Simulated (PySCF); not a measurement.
AlH₄, SMILES [AlH4-], charge -1. Heavy atoms are numbered as in [AlH4-:1]. Hydrogens are named by the atom that carries them.

The structure is a stationary point at PBE0-D3(BJ)/def2-TZVPD. The isomer is the one that the SMILES or the coordinates give; other isomers of the formula were not compared.

These are PBE0/pcSseg-2 run with PySCF values and carry that method's errors.

GIAO shieldings, no solvent; atoms alike by connectivity are averaged. δ = σ(ref) − σ: ¹H against TMS (σ = 31.54 ppm), references at their B3LYP-D3(BJ)/def2-TZVP geometries, non-relativistic.

Computed chemical shifts:
```tsv
nucleus	atoms	count	δ (ppm)
¹H	H on Al1	4	3.48
```
